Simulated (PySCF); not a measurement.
## Assignment exercise: C₇H₁₃P

Atom-mapped SMILES (the numbers label the heavy atoms): `[CH2:1]=[CH:2]/[P:3]=[CH:4]\[C:5]([CH3:6])([CH3:7])[CH3:8]`. Each H is labelled by its parent atom. Ha(C1) is cis to P3; Hb(C1) is trans to P3.

Level of theory: NMR shieldings at PBE0/pcSseg-1/GIAO, structure optimised with GFN2-xTB, in PySCF 2.14 (one averaged value for each set of equivalent atoms, one computed conformer, non-relativistic Hamiltonian, no solvent model).

Shifts are taken against calculated references (same method and geometry level): ¹³C, ¹H against TMS.

**Question.** Assign these signals to the numbered atoms. ¹³C{¹H} NMR (computed): δ 213.0 (CH), 151.8 (CH), 135.8 (CH2), 42.0 (C), 33.5 (CH3).

**Answer.** 
```tsv
δ (ppm)	atoms	environment	reason
213.0	C4	carbon double-bonded to a heavier main-group atom	–
151.8	C2	alkene CH	as expected for a trigonal carbon in a double bond
135.8	C1	terminal =CH2 carbon	as expected for a trigonal carbon in a double bond
42.0	C5	quaternary sp3 carbon	a saturated carbon with 4 carbon neighbours and no heteroatom attached
33.5	C6/C7/C8	methyl carbon	saturated and bonded to C and H only
```

**Question.** Assign these signals to the numbered atoms. ¹H NMR (600 MHz, computed): δ 8.63 (m, 1H), 7.81 (m, 1H), 6.33 (m, 1H), 6.01 (m, 1H), 1.31 (s, 9H).

**Answer.** 
| δ (ppm) | atoms | environment | reason |
| --- | --- | --- | --- |
| 8.63 | H(C4) | hydrogen on a carbon double-bonded to a heavier main-group atom | – |
| 7.81 | H(C2) | hydrogen on an alkene CH | a vinylic proton, deshielded by the sp2 carbon and the C=C anisotropy |
| 6.33 | Hb(C1) | hydrogen on a terminal =CH2 carbon | olefinic region |
| 6.01 | Ha(C1) | hydrogen on a terminal =CH2 carbon | – |
| 1.31 | H(C6)/H(C7)/H(C8) | hydrogen on a methyl carbon | – |

Splittings by ³¹P in the carbon and heteronuclear signals aren't shown, as no couplings were computed. Shifts are as computed. Against solution values, carbons near 30 ppm lie about +3 ppm off and those near 130 ppm about +5 ppm. Of 1211 compounds with measured shifts, 218 miss one by over three times the rms of a fit or turn the order of signals round; such compounds aren't used in these exercises. No couplings were computed; multiplicities are counted from neighbouring protons, with m where these are inequivalent, close in shift, in a saturated or five-membered ring or joined by F or P, and br s for small geminal =CH2 splittings.
